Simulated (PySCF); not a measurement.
Compound: CH7NSSi.
Geometry (GFN2-xTB, Å), atoms numbered from 1 in this order:
```
atom  x, y, z in Å
C1    -2.1245   -0.1283    0.0620
S2    -0.7125    0.9267    0.5022
Si3    0.8692   -0.2613   -0.3303
N4     2.2843    0.5562    0.1707
H5    -2.1739   -0.2455   -1.0162
H6    -2.0215   -1.0958    0.5432
H7    -3.0180    0.3707    0.4214
H8     0.8504   -1.5872    0.2789
H9     0.6155   -0.3538   -1.7718
H10    3.1798    0.2731   -0.1863
H11    2.2567    1.5479    0.3401
```

A PySCF run (density fitting, gas phase, GFN2-xTB geometry) gave HOMO -5.25 eV, LUMO -0.95 eV, dipole 1.22 D and E = -784.407 Eh.

**Question.** Which of these levels was it?
A. PBE0/pcSseg-1
B. wB97X-D/def2-SVPD
C. OLYP/ANO-RCC-VDZP

**Answer.** C. It is OLYP/ANO-RCC-VDZP. All candidates on this geometry:

```json
{"level and settings": "OLYP/ANO-RCC-VDZP", "kind": "GGA", "basis functions": "99", "SCF cycles": "14", "E (Eh)": "-784.4069", "HOMO (eV)": "-5.25", "LUMO (eV)": "-0.95", "dipole (D)": "1.22"}
{"level and settings": "PBE0/pcSseg-1", "kind": "global hybrid", "basis functions": "117", "SCF cycles": "12", "E (Eh)": "-784.3775", "HOMO (eV)": "-6.65", "LUMO (eV)": "0.08", "dipole (D)": "1.58"}
{"level and settings": "wB97X-D/def2-SVPD", "kind": "range-separated hybrid", "basis functions": "147", "SCF cycles": "13", "E (Eh)": "-784.4882", "HOMO (eV)": "-8.51", "LUMO (eV)": "1.50", "dipole (D)": "1.44"}
```

The nearest other candidate, by the summed differences of HOMO and LUMO, is PBE0/pcSseg-1: its HOMO differs by -1.40 eV and its LUMO by +1.03 eV. wB97X-D ran without the empirical dispersion term, which would shift the total energy alone. Cycle counts include a coarse-grid stage where the run had one. ANO-RCC sets were contracted for a scalar-relativistic Hamiltonian, but ran non-relativistically here.
